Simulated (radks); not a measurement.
All-electron atom: Zr22+ in [Ar]. Calculated with a radial shooting solver on a logarithmic mesh with Libxc functionals: scalar-relativistic Kohn-Sham, LDA (Slater exchange, VWN5 correlation), spin-polarised, spherical densities, finite nucleus; Fermi nuclear charge, rms radius 4.2694 fm. Some entries of the table are withheld. Estimate them.

orbital  occ.  eigenvalue (eV)  <r^2> (bohr^2)  r(max) (bohr)
1s          2        -18710.72        0.001857        0.02417
2s          2              (1)         0.03069         0.1368
2p          6        -3110.490         0.02409         0.1092
3s          2        -1155.679          0.1928         0.3832
3p          6        -1071.687          0.1870            (2)

Answer. 
(1) 2s eigenvalue (eV): -3370.918
(2) 3p r(max) (bohr): 0.3710
